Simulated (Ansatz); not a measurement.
```yaml
crystal:
  periodic: [false, false, false]
  atoms:
    - {symbol: C, position_ang: [2.417818, -0.028334, 0.492483]}
    - {symbol: C, position_ang: [2.495096, -0.997055, -0.796535]}
    - {symbol: Al, position_ang: [0.813037, -1.408097, -1.689227]}
    - {symbol: F, position_ang: [-0.452337, -1.776983, -0.443113]}
    - {symbol: Al, position_ang: [-1.491297, -0.205489, -0.694859]}
    - {symbol: C, position_ang: [-1.348219, 0.918545, 0.847377]}
    - {symbol: C, position_ang: [-2.652661, 1.483339, 1.340225]}
    - {symbol: F, position_ang: [-0.118783, 0.060706, -1.892825]}
    - {symbol: H, position_ang: [1.807548, -0.489911, 1.216905]}
    - {symbol: H, position_ang: [1.940344, 0.913159, 0.163147]}
    - {symbol: H, position_ang: [3.375921, 0.047789, 0.879600]}
    - {symbol: H, position_ang: [2.936483, -2.008195, -0.458295]}
    - {symbol: H, position_ang: [3.169872, -0.596166, -1.529815]}
    - {symbol: H, position_ang: [0.647520, -2.346517, -2.939493]}
    - {symbol: H, position_ang: [-2.794469, -0.605246, -1.480235]}
    - {symbol: Xx, position_ang: [-0.857545, 0.322904, 1.669985]}
    - {symbol: H, position_ang: [-0.684630, 1.763013, 0.709071]}
    - {symbol: H, position_ang: [-3.441967, 0.719488, 1.630492]}
    - {symbol: H, position_ang: [-3.141069, 2.168959, 0.557999]}
    - {symbol: H, position_ang: [-2.543852, 2.175608, 2.213454]}
basis:
  gaussian: {orbitals: x2c-TZVPPall, nuclear_model: gaussian}
total_charge: 1
magnetization: {spin_polarized: true, initial_magnetization: 1}
hamiltonian: {xc: {name: B3LYP5}}
accuracy: high
output: {forces: true}
```

```sh
$ ansatz run in.yaml --threads 2 --pin off --events-out ev --progress --plain --max-ram 22528MiB --backend cpu
```

Shortened log:

```
Error: YAML parse error: error: line 19 column 16: `Xx` is not an element symbol (H … Og, case-exact)
17 |     - {symbol: H, position_ang: [0.647520, -2.346517, -2.939493]}
18 |     - {symbol: H, position_ang: [-2.794469, -0.605246, -1.480235]}
19 |     - {symbol: Xx, position_ang: [-0.857545, 0.322904, 1.669985]}
20 |     - {symbol: H, position_ang: [-0.684630, 1.763013, 0.709071]}
21 |     - {symbol: H, position_ang: [-3.441967, 0.719488, 1.630492]}
```

In this input an element symbol is wrong. The input was rejected before any iteration.
